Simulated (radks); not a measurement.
Values are calculated unless marked as measured or tabulated.
Spin polarisation of the 3d3 shell in V. Start: [Ar] 3d(up 1.5, down 1.5) 4s2; electrons of 3d are moved from spin down to spin up, other shells keep equal spins. Level of theory: scalar-relativistic Kohn-Sham, r2SCAN, spin-polarised, spherical densities, finite nucleus; meta-GGA in the generalised Kohn-Sham scheme; Fermi nuclear charge, rms radius of each element as measured or else 0.836 A^(1/3) + 0.57 fm (a radial shooting solver on a logarithmic mesh with Libxc functionals).

| moment (Bohr magnetons) | E - E(0) (eV) | e(3d up) (eV) | e(3d down) (eV) | 4s down minus up (eV) | 3p down minus up (eV) |
|---|---|---|---|---|---|
| 0 | 0.000 | -5.048 | -5.048 | 0.000 | 0.000 |
| 0.75 | -0.157 | -5.439 | -4.604 | 0.189 | 0.917 |
| 1.5 | -0.626 | -5.773 | -4.106 | 0.383 | 1.832 |
| 2.25 | -1.406 | -6.046 | -3.553 | 0.590 | 2.743 |
| 3 | -2.494 | -6.246 | -2.942 | 0.824 | 3.642 |

At moment 3 the spin-polarisation energy is -2.494 eV and the 3d exchange splitting 3.303 eV, that is 1.101 eV per Bohr magneton; E = -I m^2/4 would give I = 1.108 eV.
